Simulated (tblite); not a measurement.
Compound: C5H14N2Si2.
SMILES with atom numbers: `[CH3:1][SiH2:2][N:3]([SiH3:4])[CH2:5][CH2:6][CH2:7][C:8]#[N:9]` (hydrogens: H10, H11, H12 on C1; H13, H14 on Si2; H15, H16, H17 on Si4; H18, H19 on C5; H20, H21 on C6; H22, H23 on C7)

Computed with GFN2-xTB (tblite), gas phase: L-BFGS steps from a force-field or distance-geometry start until the largest atomic force falls under 0.01 eV/Å.

Step 88: E = -738.9932 eV
```
atom  x, y, z in Å  |  force x, y, z in eV/Å
C1     -1.1229    2.3311   -0.0551   -0.013   0.027  -0.004
Si2    -1.8872    0.6394   -0.4289    0.039   0.015  -0.005
N3     -0.7686   -0.6667   -0.1295    0.012  -0.007   0.001
Si4    -1.0047   -2.2279   -0.8574   -0.019  -0.013   0.000
C5      0.0492   -0.6000    1.0704    0.025   0.014  -0.010
C6      1.5364   -0.8481    0.7974    0.023  -0.004   0.002
C7      2.0831    0.0750   -0.2993   -0.001  -0.003   0.012
C8      2.2528    1.4202    0.1828    0.014  -0.041  -0.019
N9      2.4097    2.4821    0.5771   -0.010   0.015   0.019
H10    -0.1796    2.4935   -0.5697   -0.031  -0.017   0.010
H11    -0.9449    2.4950    1.0041   -0.004  -0.032  -0.014
H12    -1.8115    3.1043   -0.3830    0.019   0.012  -0.003
H13    -2.2210    0.5405   -1.8500    0.014  -0.013  -0.016
H14    -3.0967    0.4669    0.3911   -0.028   0.004   0.015
H15    -1.4253   -1.9848   -2.2305   -0.020   0.014  -0.005
H16     0.2599   -2.9688   -0.8527    0.001   0.008   0.004
H17    -2.0004   -3.0008   -0.1071   -0.003  -0.022  -0.002
H18    -0.0576    0.3886    1.5196   -0.002   0.012   0.005
H19    -0.2950   -1.3362    1.8085    0.024   0.020  -0.003
H20     1.6809   -1.8830    0.4887    0.005   0.002  -0.035
H21     2.0947   -0.6942    1.7238   -0.016   0.008   0.015
H22     1.3862    0.0838   -1.1435    0.009  -0.012   0.029
H23     3.0580   -0.2829   -0.6469   -0.039   0.015   0.003
```

Step 89: E = -738.9940 eV
```
atom  x, y, z in Å  |  force x, y, z in eV/Å
C1     -1.1206    2.3298   -0.0551   -0.009   0.040  -0.006
Si2    -1.8845    0.6387   -0.4366    0.075   0.031  -0.006
N3     -0.7693   -0.6691   -0.1326    0.018  -0.008  -0.009
Si4    -1.0116   -2.2335   -0.8515   -0.025  -0.021   0.007
C5      0.0501   -0.6009    1.0662    0.017   0.011  -0.017
C6      1.5372   -0.8461    0.7924    0.025  -0.009   0.009
C7      2.0836    0.0834   -0.2987   -0.001  -0.006   0.012
C8      2.2549    1.4252    0.1933    0.024  -0.071  -0.039
N9      2.4154    2.4835    0.5953   -0.014   0.027   0.024
H10    -0.1732    2.4919   -0.5635   -0.048  -0.021   0.020
H11    -0.9494    2.4927    1.0061   -0.008  -0.037  -0.036
H12    -1.8059    3.1050   -0.3871    0.032  -0.007   0.005
H13    -2.2098    0.5436   -1.8594    0.012  -0.013  -0.026
H14    -3.0956    0.4635    0.3763   -0.062   0.006   0.033
H15    -1.4533   -1.9975   -2.2192   -0.015   0.014  -0.002
H16     0.2543   -2.9731   -0.8587   -0.004   0.014   0.002
H17    -1.9968   -3.0046   -0.0841    0.006  -0.016  -0.007
H18    -0.0581    0.3873    1.5158   -0.004   0.012   0.011
H19    -0.2920   -1.3389    1.8027    0.021   0.019   0.013
H20     1.6833   -1.8793    0.4793    0.002  -0.001  -0.040
H21     2.0943   -0.6962    1.7201   -0.012   0.009   0.018
H22     1.3850    0.0972   -1.1417    0.015  -0.005   0.029
H23     3.0574   -0.2755   -0.6494   -0.046   0.033   0.005
```

Task: Estimate the geometry and energy of step 90. (The exact step hangs on the optimiser's Hessian estimate; all steps are aligned on step 89, rigid shifts and turns removed.)

Result: E = -738.9952 eV, largest force 0.112 eV/Å
```
atom  x, y, z in Å  |  force x, y, z in eV/Å
C1     -1.1150    2.3269   -0.0551   -0.004   0.046  -0.009
Si2    -1.8784    0.6381   -0.4516    0.103   0.043  -0.007
N3     -0.7706   -0.6736   -0.1379    0.024  -0.010  -0.023
Si4    -1.0236   -2.2444   -0.8401   -0.034  -0.027   0.011
C5      0.0516   -0.6016    1.0588    0.002   0.002  -0.022
C6      1.5384   -0.8426    0.7832    0.023  -0.011   0.018
C7      2.0823    0.0987   -0.2982   -0.001  -0.005   0.009
C8      2.2577    1.4335    0.2123    0.037  -0.082  -0.051
N9      2.4233    2.4847    0.6309   -0.019   0.019   0.019
H10    -0.1599    2.4866   -0.5510   -0.063  -0.021   0.031
H11    -0.9569    2.4856    1.0095   -0.012  -0.038  -0.061
H12    -1.7921    3.1073   -0.3942    0.041  -0.031   0.016
H13    -2.1884    0.5495   -1.8778    0.013  -0.013  -0.035
H14    -3.0951    0.4582    0.3480   -0.096   0.013   0.050
H15    -1.5038   -2.0217   -2.1977   -0.002   0.013   0.015
H16     0.2457   -2.9792   -0.8696   -0.014   0.022  -0.002
H17    -1.9876   -3.0133   -0.0413    0.022  -0.004  -0.018
H18    -0.0588    0.3860    1.5089   -0.004   0.009   0.013
H19    -0.2868   -1.3417    1.7938    0.014   0.013   0.036
H20     1.6870   -1.8728    0.4608   -0.004   0.001  -0.040
H21     2.0937   -0.6996    1.7128   -0.003   0.005   0.022
H22     1.3795    0.1228   -1.1374    0.019   0.004   0.025
H23     3.0531   -0.2604   -0.6571   -0.042   0.052   0.003
```

The energy changes by -0.0013 eV. The first-order estimate −F·Δx gives -0.0017 eV and the mean of the old and new forces, exact on a quadratic surface, -0.0012 eV. The step makes an angle of 86° with the force vector and moves no atom by more than 0.060 Å.

What follows is the cost of the whole relaxation. Hardware: Arm Neoverse N1, one thread (shared host). Cost: 4.3 s of wall time.
